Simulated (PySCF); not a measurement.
Mapped SMILES: `[F:1][B:2]([F:3])[CH2:4][CH2:5][SiH3:6]` (H(Xn): hydrogen on atom n).

Geometry: PBE0-D3(BJ)/def2-SVP; GIAO absolute shieldings from PySCF, gas phase, non-relativistic, averaged over equivalent atoms.

At HF/pcSseg-1 (144 basis functions, 6.3 s wall time on 1 thread of an Arm Neoverse V1, shared host):
```csv
atoms,σ (ppm)
F1/F3,290.2
B2,84.7
C4,184.3
C5,191.8
Si6,447.1
H(Si6),28.06
H(C4),30.72
H(C5),31.07
```

Task: Predict the values at PBE0/pcSseg-1 on the same geometry.

Result: 
```
 atoms  σ at PBE0/pcSseg-1  change
 F1/F3               241.1   -49.1
    B2                70.8   -13.9
    C4               174.6    -9.7
    C5               183.5    -8.3
   Si6               412.7   -34.4
H(Si6)               27.45   -0.61
 H(C4)               30.14   -0.58
 H(C5)               30.48   -0.59
```

The largest change is at F1/F3 (fluorine bonded to B). Cost: 144 basis functions, 12 s wall time on 1 thread of an Arm Neoverse V1, shared host.

A carbon bonded to boron is broadened by the quadrupolar boron nucleus and is often missing from a measured spectrum.
